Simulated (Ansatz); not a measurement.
CH8InNSiTe, SMILES `[CH3][In]([NH2])[SiH2][TeH]`. Charge 0, multiplicity 1. In, Te: def2 effective core potential.

```xyz
13

C    -1.0777   -2.0319    1.2423
In   -0.1251   -0.4650    0.1240
N    -0.2937   -0.5689   -1.8804
Si    1.1496    1.6484    0.8226
Te    1.4879    3.1369   -1.1715
H    -1.6004   -2.7095    0.5668
H    -1.7920   -1.6103    1.9508
H    -0.3314   -2.5951    1.8048
H    -0.6719   -1.3569   -2.3804
H     0.2177    0.0415   -2.4975
H     0.5045    2.4054    1.9329
H     2.5372    1.3443    1.2742
H    -0.0046    2.7612   -1.7884
```

Question: List the harmonic frequencies (cm⁻¹, unscaled) at PBE0-D4/def2-TZVP in Ansatz. (Estimate.)

Answer: The calculation gave: 25, 37, 48, 83, 101, 114, 131, 237, 272, 353, 371, 418, 508, 528, 602, 648, 662, 694, 720, 736, 927, 1192, 1449, 1451, 1543, 2148, 2190, 2202, 3061, 3152, 3161, 3591, 3702.

Question: Is this a minimum?

Answer: Yes, all 33 modes are real.

Question: Give the ideal-gas thermochemistry at 298.15 K and 1 bar (rigid rotor, harmonic oscillator; point group C1, symmetry number 1).

Answer: Zero-point energy 221.7 kJ/mol; H(298) − E = 254.3 kJ/mol; entropy 476.9 J/(mol·K), of which translation 180.2, rotation 129.7, vibration 167.1; G(298) − E = 112.2 kJ/mol. Modes under 100 cm⁻¹ are hindered rotations or soft bends, so the harmonic entropy is rough.

Question: And at 400, 500, 600, 800 and 1000 K?

Answer: 
```json
{"T (K)": "400", "H − E (kJ/mol)": "271.8", "S (J/mol/K)": "527.1", "G − E (kJ/mol)": "60.9"}
{"T (K)": "500", "H − E (kJ/mol)": "290.8", "S (J/mol/K)": "569.4", "G − E (kJ/mol)": "6.1"}
{"T (K)": "600", "H − E (kJ/mol)": "311.1", "S (J/mol/K)": "606.5", "G − E (kJ/mol)": "-52.8"}
{"T (K)": "800", "H − E (kJ/mol)": "355.2", "S (J/mol/K)": "669.7", "G − E (kJ/mol)": "-180.6"}
{"T (K)": "1000", "H − E (kJ/mol)": "402.7", "S (J/mol/K)": "722.7", "G − E (kJ/mol)": "-319.9"}
```
